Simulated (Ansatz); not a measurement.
The same ligand exchange along the group F, Cl, I.

Isolated molecules relaxed with PBE0-D4/def2-TZVP in Ansatz; ΔE leaves out vibrations. CBS: MP2 limit from def2 TZ/QZ plus the TZ coupled-cluster correction, frozen cores. This one scheme is used for every species. Functionals use def2-TZVPP. def2 core potentials past Kr. For I outer-core shells are correlated without core-valence functions, which leaves a few kJ/mol of doubt a bond. One conformer a species, not always the lowest.

```
                                          reaction  r2SCAN-D4 (kJ/mol)  revPBE-D4 (kJ/mol)  MP2/CBS(def2) (kJ/mol)  CCSD(T)/CBS(def2) (kJ/mol)
 `CBF` + `O[SiH2][SiH3]` → `CBO[SiH2][SiH3]` + H–F                  16                   8                       4                           6
`CBCl` + `O[SiH2][SiH3]` → `CBO[SiH2][SiH3]` + HCl                 -35                 -34                     -36                         -40
  `CBI` + `O[SiH2][SiH3]` → `CBO[SiH2][SiH3]` + HI                 -61                 -58                     -51                         -59
```

Largest T1 diagnostic: 0.013, for `CBO[SiH2][SiH3]`.
